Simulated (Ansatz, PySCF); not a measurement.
Si(OSiH3)(NHSiH3)(Me)2 (C2H13NOSi3), SMILES C[Si](C)(N[SiH3])O[SiH3]. Atoms are numbered in the order given.

```xyz
20

C      0.2061    -0.4870    -2.0158
Si    -0.0447     0.1834    -0.2903
C     -0.5405     1.9835    -0.3473
N      1.3632    -0.0614     0.7031
Si     2.9650     0.5681     0.5045
O     -1.2289    -0.6997     0.4868
Si    -2.8147    -1.1596     0.4363
H      1.0403     0.0305    -2.5164
H      0.4459    -1.5608    -1.9820
H     -0.6925    -0.3516    -2.6385
H      0.2651     2.5952    -0.7847
H     -1.4445     2.1361    -0.9579
H     -0.7394     2.3615     0.6672
H      1.1879    -0.6624     1.5043
H      3.9964    -0.5054     0.3419
H      3.4011     1.4246     1.6530
H      2.9486     1.4051    -0.7347
H     -3.1044    -1.9267    -0.8148
H     -3.7144     0.0347     0.4776
H     -3.0977    -2.0252     1.6164
```

Geometry: PBE0-D3(BJ)/def2-SVP. The values are those of a single conformer.

Two levels are set side by side: PBE-D3(BJ)/def2-SVP (Ansatz, a program for electronic structure) and PBE0-D3(BJ)/def2-SVP (Ansatz). Each level has its own optimised geometry; the coordinates shown are those of the second. Frequencies come from the Hessian of PySCF at each geometry. Differences are taken from unrounded values.

```
quantity                            PBE0-D3(BJ)  PBE-D3(BJ)  PBE-D3(BJ) minus PBE0-D3(BJ)
----------------------------------  -----------  ----------  ----------------------------
mean bond length (Å)                      1.428       1.439                         0.011
bond C1–Si2 (Å)                           1.868       1.880                         0.011
bond Si2–C3 (Å)                           1.868       1.879                         0.011
bond Si2–N4 (Å)                           1.740       1.753                         0.013
bond Si2–O6 (Å)                           1.669       1.688                         0.018
bond N4–Si5 (Å)                           1.732       1.745                         0.012
bond O6–Si7 (Å)                           1.652       1.669                         0.017
bond C1–H8 (Å)                            1.102       1.110                         0.008
bond C1–H9 (Å)                            1.101       1.109                         0.008
bond C1–H10 (Å)                           1.102       1.110                         0.008
bond C3–H11 (Å)                           1.102       1.110                         0.008
bond C3–H12 (Å)                           1.102       1.110                         0.008
bond C3–H13 (Å)                           1.101       1.109                         0.008
bond N4–H14 (Å)                           1.017       1.025                         0.008
bond Si5–H15 (Å)                          1.498       1.509                         0.011
bond Si5–H16 (Å)                          1.498       1.509                         0.011
bond Si5–H17 (Å)                          1.495       1.506                         0.010
highest harmonic wavenumber (cm⁻¹)         3623        3509                          -115
mean harmonic wavenumber (cm⁻¹)            1183        1145                           -38
zero-point energy (kcal/mol)              91.33       88.39                         -2.94
```

Exact exchange shortens and stiffens bonds; PBE has none. Differences between two approximate levels are no errors against the true value.
